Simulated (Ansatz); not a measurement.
Input and output for (HBe-mu-NH2)2 (Be2N2H6).

```yaml
crystal:
  periodic: [false, false, false]
  atoms:
    - {symbol: Be, position_ang: [0.624351, 0.801316, -0.477860]}
    - {symbol: H, position_ang: [1.304921, 1.943621, -0.748727]}
    - {symbol: N, position_ang: [1.013035, -0.583554, 0.403745]}
    - {symbol: Be, position_ang: [-0.639241, -0.547854, 0.742644]}
    - {symbol: H, position_ang: [-1.365615, -0.907768, 1.830876]}
    - {symbol: N, position_ang: [-1.000693, 0.372440, -0.624303]}
    - {symbol: H, position_ang: [1.707629, -0.570455, 1.137386]}
    - {symbol: H, position_ang: [1.258006, -1.361463, -0.202599]}
    - {symbol: H, position_ang: [-1.736733, 1.064608, -0.621194]}
    - {symbol: H, position_ang: [-1.165660, -0.210890, -1.439979]}
basis:
  gaussian: {orbitals: "6-31++G**"}
magnetization: {spin_polarized: true, initial_magnetization: 0}
hamiltonian: {xc: {name: B97}}
scf: {omitted_lower_state_checks: [starts]}
output: {forces: true}
```

```sh
$ ansatz run in.yaml --threads 4 --pin off --events-out ev --progress --plain --max-ram 3916MiB
```

Output, abridged:

```
Functional definition: B97
  name "B97"
  cite "Becke, J. Chem. Phys. 107, 8554 (1997) doi:10.1063/1.475007"
  parameter cx = 0.1943
  parameter cx0 = 0.8094
  parameter cx1 = 0.5073
  parameter cx2 = 0.7481
  parameter css0 = 0.1737
  parameter css1 = 2.3487
  parameter css2 = -2.4868
  parameter cos0 = 0.9454
  parameter cos1 = 0.7471
  parameter cos2 = -4.5961
  exchange = spin_sum(e_x_unif_s*poly(b97_u_x, cx0, cx1, cx2)) + cx*exact_x
  correlation = spin_sum(e_c_pw_same_spin*poly(b97_u_same, css0, css1, css2))
      + integral(e_c_pw_opposite_spin*poly(b97_u_opposite, cos0, cos1, cos2))
these checks for a lower state are left out or cut short: starts
1010 factors; integrals over basis functions are off by at most 8.6e-4 eV
mean field evaluation 1: about -3870.3500 eV, gradient 5.6e1 eV
mean field evaluation 2: about -3853.6238 eV, gradient 8.0e1 eV
mean field evaluation 4: about -3882.7423 eV, gradient 1.1e0 eV
mean field evaluation 8: about -3882.9058 eV, gradient 1.3e-2 eV
mean field evaluation 16: about -3882.9058 eV, gradient 2.6e-6 eV
mean field -3882.90578539 eV, -142.6941556852 hartree, gradient 2.6e-6 eV, S^2 0.000000; 0 other end points of the search recorded, 0 dependent functions left out
the calculation of the forces begins
reference -3882.90582722 eV, -142.6941572221 hartree; 14, 14 occupied and 98, 98 virtual orbitals, 1010 factors
Total energy: -3882.90582722 eV, -142.6941572221 hartree
Atom 0 at     0.624351     0.801316    -0.477860 Å, force     0.145239     0.214341    -0.085251 eV/Å
Atom 1 at     1.304921     1.943621    -0.748727 Å, force     0.006501     0.011363    -0.002131 eV/Å
Atom 2 at     1.013035    -0.583554     0.403745 Å, force    -0.047405     0.032831    -0.012822 eV/Å
Atom 3 at    -0.639241    -0.547854     0.742644 Å, force    -0.151813    -0.102828     0.201713 eV/Å
Atom 4 at    -1.365615    -0.907768     1.830876 Å, force    -0.007025    -0.003011     0.010840 eV/Å
Atom 5 at    -1.000693     0.372440    -0.624303 Å, force     0.046181    -0.011785     0.034811 eV/Å
Atom 6 at     1.707629    -0.570455     1.137386 Å, force     0.183338    -0.007153     0.181868 eV/Å
Atom 7 at     1.258006    -1.361463    -0.202599 Å, force     0.085097    -0.188754    -0.120564 eV/Å
Atom 8 at    -1.736733     1.064608    -0.621194 Å, force    -0.192844     0.171432    -0.010128 eV/Å
Atom 9 at    -1.165660    -0.210890    -1.439979 Å, force    -0.067269    -0.116436    -0.198336 eV/Å
Dipole moment:     0.023613    -0.402805    -0.420813 e Å
Checks for a lower state left out: starts
```

It took 8.1 s on 4 threads of Intel Xeon on a shared host.

The 6-31G sets use Cartesian d functions.
